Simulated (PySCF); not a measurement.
This PySCF input asks for the NMR shieldings of `InChI=1S/C6H15BO2/c1-2-6-3-4-8-5-9(6)7/h6H,2-5H2,1,7H3/t6-/m1/s1`; the geometry comes from GFN2-xTB.

```python
import basis_set_exchange as bse
import numpy as np
from pyscf import gto, dft
from pyscf.prop import nmr

atoms = """
B    -1.131401   -2.114335   -0.451553
O    -0.351661   -0.836115    0.293234
C    -1.154753   -0.124173    1.212664
O    -2.056794    0.747971    0.630453
C    -1.400593    1.726280   -0.155897
C    -0.560428    1.051411   -1.238453
C     0.379349    0.020514   -0.601273
C     1.590977    0.645993    0.103197
C     2.499884   -0.424694    0.696779
H    -0.261524   -2.624395   -1.077554
H    -1.500696   -2.766625    0.467038
H    -2.009880   -1.668844   -1.113612
H    -1.736658   -0.869502    1.758263
H    -0.483232    0.418962    1.905544
H    -2.189989    2.340291   -0.591414
H    -0.772167    2.360109    0.489010
H    -1.232290    0.526277   -1.918779
H     0.012189    1.789354   -1.799192
H     0.750710   -0.659759   -1.373738
H     1.277674    1.337072    0.887884
H     2.142036    1.223529   -0.641636
H     3.364374    0.031879    1.172565
H     1.964275   -1.014275    1.436853
H     2.848864   -1.097161   -0.082827
"""
names = dict.fromkeys(["B", "O", "C", "H"], "pcSseg-1")
basis = {el: gto.basis.parse(bse.get_basis(n, elements=[el], fmt="nwchem")) for el, n in names.items()}
mol = gto.M(atom=atoms, basis=basis, charge=0, verbose=0)
mf = dft.RKS(mol, xc="PBE0")
mf.grids.level = 2
mf.grids.alignment = dft.numint.BLKSIZE   # the property module wants whole blocks of grid points
mf.conv_tol = 1e-9
mf.kernel()

calc = nmr.RKS(mf)   # GIAO
C = mf.mo_coeff
Co = C[:, mf.mo_occ > 0]
resp = mf.gen_response(singlet=True, hermi=2)
def vind(x):   # induced exchange potential for any number of trial vectors
    d = np.einsum("pi,xij,qj->xpq", C, 2 * x.reshape(-1, C.shape[1], Co.shape[1]), Co, optimize=True)
    return np.einsum("xpq,pi,qj->xij", resp(d - d.transpose(0, 2, 1)), C, Co, optimize=True).ravel()
mo1, _ = nmr.rhf.solve_mo1(calc, with_cphf=vind)
sigma = calc.kernel(mo1)
for i, s in enumerate(sigma):   # ppm
    w = np.linalg.eigvalsh((s + s.T) / 2)
    print("%2d %-2s iso %8.1f  s11 %8.1f  s22 %8.1f  s33 %8.1f" % (i, mol.atom_pure_symbol(i), w.mean(), *w))
```

Task: Give the expected output.

Result: 
```
 0 B  iso     97.5  s11     59.6  s22     78.7  s33    154.1
 1 O  iso    282.9  s11    249.1  s22    278.2  s33    321.6
 2 C  iso     94.4  s11     71.1  s22     94.2  s33    117.8
 3 O  iso    268.7  s11    198.8  s22    281.6  s33    325.7
 4 C  iso    122.0  s11     95.6  s22    105.3  s33    165.0
 5 C  iso    158.3  s11    147.1  s22    158.1  s33    169.7
 6 C  iso    104.0  s11     75.0  s22     94.0  s33    142.9
 7 C  iso    160.3  s11    137.5  s22    170.4  s33    173.1
 8 C  iso    174.9  s11    162.3  s22    174.6  s33    187.6
 9 H  iso     28.6  s11     25.1  s22     26.0  s33     34.9
10 H  iso     28.5  s11     25.0  s22     26.0  s33     34.5
11 H  iso     27.8  s11     23.6  s22     25.4  s33     34.4
12 H  iso     26.5  s11     22.3  s22     25.9  s33     31.3
13 H  iso     26.6  s11     22.0  s22     26.9  s33     30.8
14 H  iso     27.6  s11     23.3  s22     26.1  s33     33.4
15 H  iso     27.8  s11     23.9  s22     27.3  s33     32.3
16 H  iso     28.4  s11     24.8  s22     27.0  s33     33.5
17 H  iso     30.9  s11     26.5  s22     29.0  s33     37.1
18 H  iso     27.3  s11     24.8  s22     27.2  s33     30.0
19 H  iso     29.4  s11     24.8  s22     30.4  s33     33.0
20 H  iso     30.6  s11     25.0  s22     30.0  s33     36.8
21 H  iso     30.6  s11     25.7  s22     27.7  s33     38.4
22 H  iso     30.4  s11     25.2  s22     30.7  s33     35.2
23 H  iso     30.7  s11     26.3  s22     28.5  s33     37.3
```

These numbers come from an equivalent density-fitted implementation of the same equations, which agrees with the script to about 0.01 ppm for H and up to a few tenths of a ppm for heavy atoms, so last digits may differ.

Size and cost of the density-fitted run: 228 basis functions, 92 s wall time on 1 thread of an Arm Neoverse N1, shared host; peak memory 1.1 GiB.
